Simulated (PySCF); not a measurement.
**Radial density of Ti (titanium, neutral)**

MN15, [Ar] 3d4, high-spin 5D determinant (an excited configuration). Computed with PySCF 2.14 in aug-cc-pVDZ-DK, with the spin-free X2C one-electron Hamiltonian (Gaussian nucleus).

```json
{"r (bohr)": "0.00124", "4πr²ρ (e/bohr)": "0.1782", "4πr²(ρα − ρβ)": "0.0000"}
{"r (bohr)": "0.00209", "4πr²ρ (e/bohr)": "0.4556", "4πr²(ρα − ρβ)": "0.0000"}
{"r (bohr)": "0.00351", "4πr²ρ (e/bohr)": "1.141", "4πr²(ρα − ρβ)": "-0.0001"}
{"r (bohr)": "0.00591", "4πr²ρ (e/bohr)": "2.753", "4πr²(ρα − ρβ)": "-0.0002"}
{"r (bohr)": "0.00994", "4πr²ρ (e/bohr)": "6.245", "4πr²(ρα − ρβ)": "-0.0005"}
{"r (bohr)": "0.0167", "4πr²ρ (e/bohr)": "12.68", "4πr²(ρα − ρβ)": "-0.0009"}
{"r (bohr)": "0.0281", "4πr²ρ (e/bohr)": "21.28", "4πr²(ρα − ρβ)": "-0.0015"}
{"r (bohr)": "0.0473", "4πr²ρ (e/bohr)": "26.16", "4πr²(ρα − ρβ)": "-0.0019"}
{"r (bohr)": "0.0795", "4πr²ρ (e/bohr)": "21.78", "4πr²(ρα − ρβ)": "-0.0024"}
{"r (bohr)": "0.134", "4πr²ρ (e/bohr)": "20.69", "4πr²(ρα − ρβ)": "0.0006"}
{"r (bohr)": "0.225", "4πr²ρ (e/bohr)": "28.02", "4πr²(ρα − ρβ)": "0.0641"}
{"r (bohr)": "0.379", "4πr²ρ (e/bohr)": "15.83", "4πr²(ρα − ρβ)": "0.4006"}
{"r (bohr)": "0.637", "4πr²ρ (e/bohr)": "8.349", "4πr²(ρα − ρβ)": "1.1744"}
{"r (bohr)": "1.07", "4πr²ρ (e/bohr)": "9.550", "4πr²(ρα − ρβ)": "1.7668"}
{"r (bohr)": "1.80", "4πr²ρ (e/bohr)": "2.882", "4πr²(ρα − ρβ)": "1.3263"}
{"r (bohr)": "3.03", "4πr²ρ (e/bohr)": "0.5870", "4πr²(ρα − ρβ)": "0.5393"}
{"r (bohr)": "5.10", "4πr²ρ (e/bohr)": "0.1456", "4πr²(ρα − ρβ)": "0.1455"}
{"r (bohr)": "8.57", "4πr²ρ (e/bohr)": "0.01459", "4πr²(ρα − ρβ)": "0.0145"}
{"r (bohr)": "14.4", "4πr²ρ (e/bohr)": "0.0001403", "4πr²(ρα − ρβ)": "0.0001"}
```

Densities and radii are taken from the X2C orbitals without a picture-change correction, which distorts them close to the nucleus.

(1) Where is the radial spin density 4πr²(ρα − ρβ) most negative, and why is it negative at all?

Results:

(1) Around r = 0.0795 bohr, down to -0.0024 e/bohr: exchange with the open shell polarises the paired shells in an unrestricted calculation.
